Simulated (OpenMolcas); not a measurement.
## Multiplet structure of Ge III

```
Program             : OpenMolcas
Method              : CASSCF
Basis               : ANO-RCC-VQZP [7s6p4d2f1g]
Scalar Hamiltonian  : DKH2, point nucleus
Active space        : 2 electrons in 8 orbitals (4s 4p 5s 5p)
State averaging     : 2S+1 = 3 even, 3 roots; 2S+1 = 1 even, 7 roots; 2S+1 = 3 odd, 3 roots; 2S+1 = 1 odd, 3 roots
Spin-orbit coupling : state interaction with AMFI integrals over the reference wave functions, term energies averaged over their components
```

Spin-free terms above the lowest, with the occupations of the reference (each correlating shell added to its valence partner):

```tsv
Configuration	Term	E (cm-1)	Occupations
4s2	1S	0.0	4s 1.92 4p 0.08
4s 4p	3P*	60330	4s 1.00 4p 1.00
4s 4p	1P*	98882	4s 1.00 4p 1.00
```

With spin-orbit coupling, above the lowest level:

| Configuration | Term | J | E (cm-1) | Measured (cm-1) | g | Term weight % |
| --- | --- | --- | --- | --- | --- | --- |
| 4s2 | 1S | 0 | 0.0 | 0.0 |  | 100 |
| 4s 4p | 3P* | 0 | 58960 | 61734 |  | 100 |
| 4s 4p | 3P* | 1 | 59627 | 62500 | 1.501 | 100 |
| 4s 4p | 3P* | 2 | 61017 | 64144 | 1.501 | 100 |
| 4s 4p | 1P* | 1 | 98902 | 91873 | 1.000 | 100 |

Against the 4 measured excited levels shown (Sugar and Musgrove, J. Phys. Chem. Ref. Data 22, 1213 (1993)) the mean absolute deviation is 4000 cm-1; the largest miss in energy is 4s 4p 1P* 1: computed 98902, measured 91873 cm-1 (+7.7 %).

Spin-orbit coupling puts the lowest level 1.4 cm-1 below the lowest spin-free term.

The run also gave levels led by 4s 5s, which use shells meant for correlation; these and all levels above them are left out. Measured partners are found by configuration, term and J. A level has none where our copy of the source lacks it or the pairing is in doubt (some pairs that miss far off the trend of their configuration count as doubtful), and it then counts in no deviation. Only configurations of the active space appear. The first state left out of the spin-orbit step lies near 160000 cm-1 above the lowest spin-free state of the reference (among the parities and spins computed), and the list stops at four fifths of that energy or lower.

The term weight is that of the spin-free term in the level, not the purity of its configuration. * marks odd parity.
